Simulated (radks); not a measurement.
Results of a calculation; reference values are marked as such.
Pd+, 45 electrons, occupied as [Ar] 3d10 4s1.75 4p6 4d9 5d0.25 (fractional occupations, a model configuration). Level of theory: scalar-relativistic Kohn-Sham, r2SCAN, spin-polarised, spherical densities, finite nucleus; open shells are filled with parallel spins first (spin-orbit coupling, left out, can overturn this in heavy ions); meta-GGA in the generalised Kohn-Sham scheme; Fermi nuclear charge, rms radius 4.5318 fm (a radial shooting solver on a logarithmic mesh with Libxc functionals).

Local quantities along the radius. ELF = 1/(1 + alpha^2) is the electron localisation function; alpha = (tau - tau_W)/tau_unif compares the Pauli kinetic energy density with that of the uniform gas (summed over spins). tau is taken from the large components.

```
   r/bohr * ELF (the largest magnitude, 1, reaches the edge; | marks zero)
 0.001095 |                                                      *
 0.001508 |                                                      *
  0.00206 |                                                      *
 0.002836 |                                                      *
 0.003906 |                                                      *
 0.005336 |                                                      *
 0.007349 |                                                      *
  0.01012 |                                                      *
  0.01383 |                                                     *
  0.01904 |                                                    *
  0.02622 |                                             *
  0.03611 |                          *
  0.04933 |                *
  0.06793 |                            *
  0.09355 |                                        *
   0.1278 |                                    *
    0.176 |                *
   0.2424 |                           *
   0.3311 |                                         *
    0.456 |                               *
    0.628 |         *
   0.8579 |                                   *
    1.181 |                                       *
    1.627 |                         *
    2.223 |         *
    3.061 | *
    4.216 *
    5.759 *
    7.931 |*
    10.92 *
    14.92 *
```

On this mesh the ELF has minima near r = 0.049, 0.18, 0.63 bohr, which separate the shells, and maxima near 0.11 (0.76), 0.33 (0.77), 1.0 (0.75).
